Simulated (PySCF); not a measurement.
# Hf³⁺ (hafnium, charge +3) across methods

[Xe] 4f14 5d1, 2D determinant. All numbers are calculated (PySCF 2.14, a scalar-relativistic core potential, in def2-TZVPPD with the def2 core potential (60 electrons)).

| method | E (hartree) | mean ε 5p α (eV) | mean ε 5p β (eV) | mean ε 5d α (eV) | Σ⟨r²⟩ (bohr²) | ⟨S²⟩ |
| --- | --- | --- | --- | --- | --- | --- |
| PBE | -46.2594 | -60.782 | -60.123 | -27.707 | 19.80 | 0.750 |
| PBE0 | -46.2467 | -63.154 | -62.280 | -29.067 | 19.77 | 0.751 |
| wB97X-V | -46.2494 | -65.725 | -64.941 | -31.317 | 19.73 | 0.751 |
| UHF | -45.88839 | -69.204 | -67.589 | -32.401 | 19.84 | 0.752 |
| revPBE | -46.3056 | -60.788 | -60.140 | -27.713 | 19.76 | 0.750 |
| LDA | -46.0903 | -60.644 | -60.000 | -27.541 | 19.94 | 0.750 |
| r2SCAN | -46.2791 | -61.691 | -60.875 | -27.889 | 19.73 | 0.751 |
| CAM-B3LYP | -46.2115 | -64.651 | -63.790 | -30.454 | 19.83 | 0.751 |

(1) Estimate the same row for PBEsol.

Energies and moments cover only the electrons outside the core potential. Spin-orbit coupling, absent here, splits the open shell strongly.

Answers

(1) E (hartree) = -46.1614; mean ε 5p α (eV) = -60.615; mean ε 5p β (eV) = -59.956; mean ε 5d α (eV) = -27.576; Σ⟨r²⟩ (bohr²) = 19.84; ⟨S²⟩ = 0.750.
